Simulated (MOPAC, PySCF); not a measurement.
[Y(Cl)2(OH)], neutral singlet in the gas phase. 

Cartesian coordinates (Å):
```xyz
5

Y      0.0175     0.1106    -0.0446
Cl     2.2577     0.9335    -0.6806
Cl    -0.9001    -2.0041    -0.9323
O     -1.0621     1.1624     1.2532
H     -1.5782     1.6684     1.8847
```
Charge 0, multiplicity 1.

All levels are single points at this geometry (r2SCAN-D4/def2-SVP); Pople sets use spherical d functions. Orbital energies aren't observables, and empty levels follow the basis.

HF/6-31G* (LANL2DZ on Y) in PySCF gives gap (eV) = 11.75.

Estimate the gap (eV) from each of these levels: B3LYP-D3(BJ)/def2-TZVP in PySCF; PBE-D3(BJ)/def2-TZVP in PySCF; TPSSh-D3(BJ)/def2-TZVP in PySCF; B3LYP/6-311+G** (LANL2DZ on Y) in PySCF; B3LYP/6-31G* (LANL2DZ on Y) in PySCF; B3LYP/LANL2DZ in PySCF; BP86/6-31G* (LANL2DZ on Y) in PySCF; M06-2X/6-31G* (LANL2DZ on Y) in PySCF; PBE/6-31G* (LANL2DZ on Y) in PySCF; SVWN5/6-31G* (LANL2DZ on Y) in PySCF; PM6 in MOPAC; PM7 in MOPAC.


```
level                                    gap (eV)
---------------------------------------  --------
B3LYP-D3(BJ)/def2-TZVP in PySCF              5.65
PBE-D3(BJ)/def2-TZVP in PySCF                4.12
TPSSh-D3(BJ)/def2-TZVP in PySCF              5.31
B3LYP/6-311+G** (LANL2DZ on Y) in PySCF      5.37
B3LYP/6-31G* (LANL2DZ on Y) in PySCF         5.32
B3LYP/LANL2DZ in PySCF                       5.29
BP86/6-31G* (LANL2DZ on Y) in PySCF          3.98
M06-2X/6-31G* (LANL2DZ on Y) in PySCF        7.76
PBE/6-31G* (LANL2DZ on Y) in PySCF           3.83
SVWN5/6-31G* (LANL2DZ on Y) in PySCF         3.79
PM6 in MOPAC                                 9.07
PM7 in MOPAC                                11.22
```
